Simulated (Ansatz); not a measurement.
Geometry optimisation, RKS B3LYP-D4/def2-SVP (Ansatz).

Input:

```yaml
crystal:
  periodic: [false, false, false]
  atoms:
    - { symbol: Ge, position_ang: [0.279476, 0.359357, -0.481008] }
    - { symbol: F, position_ang: [-0.982129, 0.157398, 2.107585] }
    - { symbol: F, position_ang: [1.157991, 0.202126, -1.956155] }
    - { symbol: Cl, position_ang: [-1.466187, 1.515298, -0.90945] }
    - { symbol: O, position_ang: [-0.004871, -1.286979, 0.020314] }
    - { symbol: H, position_ang: [-0.47067, -1.294644, 0.871193] }
    - { symbol: Br, position_ang: [1.721824, 1.578391, 0.964859] }
    - { symbol: H, position_ang: [-0.338235, 0.669553, 2.535861] }
basis:
  gaussian: { orbitals: def2-SVP }
hamiltonian:
  xc: b3lyp
  dispersion: d4
relax:
  f_tol: 0.03
  max_steps: 50
```

Run as:

```bash
$ ansatz run input.yaml --threads 4 --pin off --max-ram 5120MiB --backend cpu --events-out ev --progress --plain --runs-dir out
```

Problem. Where does it end, and by what steps?

Solution. It converged. After 11 steps the energy has fallen by 0.079 eV; F2 moved furthest, 0.38 Å.

```json
{"step": "0", "energy less start (eV)": "0.0000", "largest force component (eV/Å)": "0.529", "accepted": "yes"}
{"step": "1", "energy less start (eV)": "0.0332", "largest force component (eV/Å)": "2.048", "accepted": "no"}
{"step": "2", "energy less start (eV)": "-0.0487", "largest force component (eV/Å)": "0.444", "accepted": "yes"}
{"step": "3", "energy less start (eV)": "-0.0562", "largest force component (eV/Å)": "0.680", "accepted": "yes"}
{"step": "4", "energy less start (eV)": "-0.0652", "largest force component (eV/Å)": "0.442", "accepted": "yes"}
{"step": "5", "energy less start (eV)": "-0.0727", "largest force component (eV/Å)": "0.125", "accepted": "yes"}
{"step": "6", "energy less start (eV)": "-0.0729", "largest force component (eV/Å)": "0.128", "accepted": "yes"}
{"step": "7", "energy less start (eV)": "-0.0644", "largest force component (eV/Å)": "0.807", "accepted": "no"}
{"step": "8", "energy less start (eV)": "-0.0726", "largest force component (eV/Å)": "0.268", "accepted": "no"}
{"step": "9", "energy less start (eV)": "-0.0771", "largest force component (eV/Å)": "0.048", "accepted": "yes"}
{"step": "10", "energy less start (eV)": "-0.0784", "largest force component (eV/Å)": "0.031", "accepted": "yes"}
{"step": "11", "energy less start (eV)": "-0.0786", "largest force component (eV/Å)": "0.020", "accepted": "yes"}
```

```xyz
8
Properties=species:S:1:pos:R:3
Ge 0.262 0.391 -0.569
F -0.887 -0.041 2.420
F 1.273 0.152 -1.941
Cl -1.424 1.553 -1.185
O -0.137 -1.192 0.041
H -0.528 -1.113 0.933
Br 1.490 1.613 0.989
H -0.152 0.539 2.465
```

Whether the end is a true minimum wasn't checked by a vibrational analysis.

Run time: 41 s on 4 threads of Arm Neoverse V1, on a shared host, peak memory 0.42 GiB.
